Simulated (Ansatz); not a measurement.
Reactions of H2I2O2Zr, SMILES `[OH][Zr]([OH])([I])[I]`.

Isolated molecules relaxed with PBE0-D4/def2-TZVP in Ansatz; ΔE leaves out vibrations. CCSD(T)/CBS is the MP2 limit (def2-TZVPP, def2-QZVPP) plus CCSD(T) − MP2 in def2-TZVPP, frozen cores. This one scheme is used for every species. Functionals use def2-TZVPP. Elements past krypton have def2 core potentials. For I, Ti, Zr outer-core shells are correlated without core-valence functions, which leaves a few kJ/mol of doubt a bond. Scalar relativity is left out up to krypton. Each species was taken in one conformer, which may not be the lowest.

```
                                                                                                   reaction  HF/CBS(def2) (eV)  LDA (SPW92) (eV)  B97M-V (eV)  CCSD(T)/CBS(def2) (eV)
`[OH][Zr]([OH])([I])[I]` + `[OH][Ti]([OH])([OH])[F]` → `[OH][Zr]([OH])([OH])[I]` + `[OH][Ti]([OH])([F])[I]`               0.08             -0.01         0.00                    0.03
                                           `[OH][Zr]([OH])([I])[I]` + CH₄ → `[CH3][Zr]([OH])([I])[I]` + H₂O               2.03              1.90         1.94                    1.82
                                            `[OH][Zr]([OH])([I])[I]` + H₂O → `[OH][Zr]([OH])([OH])[I]` + HI               0.23              0.22         0.20                    0.35
                                             `[OH][Zr]([OH])([I])[I]` + H–F → `[OH][Zr]([OH])([F])[I]` + HI              -0.31             -0.27        -0.38                   -0.13
```

Largest T1 diagnostic: 0.023, for `[OH][Ti]([OH])([OH])[F]`.
